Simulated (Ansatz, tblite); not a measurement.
Cost and result up the ladder for the cluster Al₄P₃ (the lowest doublet isomer of a short search) (7 atoms). Charge 0, multiplicity 2. Geometry: B3LYP-D4/def2-SVP.

Cartesian coordinates in Å:
```
Al 1.2638 -1.0898 1.1463
Al -2.3701 0.4365 -2.3277
Al -0.3112 1.2115 1.2970
Al 0.1354 -0.3405 -1.3981
P 0.8016 0.2034 2.9056
P -0.9187 1.6609 -0.8021
P 1.3993 -2.0822 -0.8211
```

Ansatz on 4 threads of Intel Xeon on a shared host; xTB runs through tblite on one thread. Times are rough, summed over both states, and most runs start from the orbitals of an earlier one. r2SCAN0-D4/def2-TZVP serves as the yardstick here, not as an exact answer. The other state is a singlet.

The xTB rows come from tblite. The structure comes from a short search, and lower isomers may exist.

Raw xTB energies of ions are shifted by several eV, and xTB has no spin-polarisation term.

```json
{"level": "GFN1-xTB", "functions": "63", "wall time": "0.14 s", "vertical IE (eV)": "9.42", "difference from r2SCAN0-D4/def2-TZVP (eV)": "2.30"}
{"level": "GFN2-xTB", "functions": "63", "wall time": "0.14 s", "vertical IE (eV)": "9.44", "difference from r2SCAN0-D4/def2-TZVP (eV)": "2.31"}
{"level": "PBE-D4/def2-TZVP", "functions": "259", "wall time": "26 s", "vertical IE (eV)": "6.94", "difference from r2SCAN0-D4/def2-TZVP (eV)": "-0.18"}
{"level": "PBE0-D4/def2-TZVP (with forces)", "functions": "259", "wall time": "81 s", "vertical IE (eV)": "7.01", "difference from r2SCAN0-D4/def2-TZVP (eV)": "-0.12"}
{"level": "r2SCAN0-D4/def2-TZVP", "functions": "259", "wall time": "94 s", "vertical IE (eV)": "7.12", "difference from r2SCAN0-D4/def2-TZVP (eV)": "0.00"}
```
